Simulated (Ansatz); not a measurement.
Consider the hydrogenolysis of the Si–O bond: `O[SiH2][SiH]1CO1` + H₂ → `[SiH3][SiH]1CO1` + H₂O.

Calculated with Ansatz (gas phase, PBE0-D4/def2-TZVP geometries, no zero-point term in ΔE). CBS: MP2 limit from def2 TZ/QZ plus the TZ coupled-cluster correction, frozen cores. This one scheme is used for every species. DFT in def2-TZVPP. B3LYP here is the variant with VWN-RPA as its local correlation; programs differ in this. Each species was taken in one conformer, which may not be the lowest.

Task: Is it downhill or uphill in electronic energy at CCSD(T)/CBS, and by how much? (An estimate is asked.)

Result: The calculation gave: Uphill: ΔE = +58.2 kJ/mol.

Task: What do these levels give: r2SCAN-D4, PBE0-D4, B3LYP-D4, ωB97M-V, PBE, PBE0, B3LYP, HF/def2-TZVPP, SCS-MP2/def2-TZVPP, CCSD(T)/def2-TZVPP, MP2/def2-QZVPP, HF/CBS(def2)? (Estimate.)

Result: The calculation gave: r2SCAN-D4 65.4, PBE0-D4 54.4, B3LYP-D4 62.5, ωB97M-V 62.7, PBE 52.7, PBE0 50.8, B3LYP 55.6, HF/def2-TZVPP 50.0, SCS-MP2/def2-TZVPP 62.3, CCSD(T)/def2-TZVPP 57.7, MP2/def2-QZVPP 65.3, HF/CBS(def2) 50.0 kJ/mol.

Largest T1 diagnostic among the species: 0.015.

The D4 term adds +6.9 kJ/mol with B3LYP and +3.7 kJ/mol with PBE0; it sums over pairs of atoms, weighted by their polarisabilities, and B3LYP, whose exchange is more repulsive, gets the larger term. In def2-TZVPP, CCSD(T) changes the Hartree–Fock value by +7.7 kJ/mol (the triples alone add +3.1 kJ/mol) and MP2 by +15.0 kJ/mol.
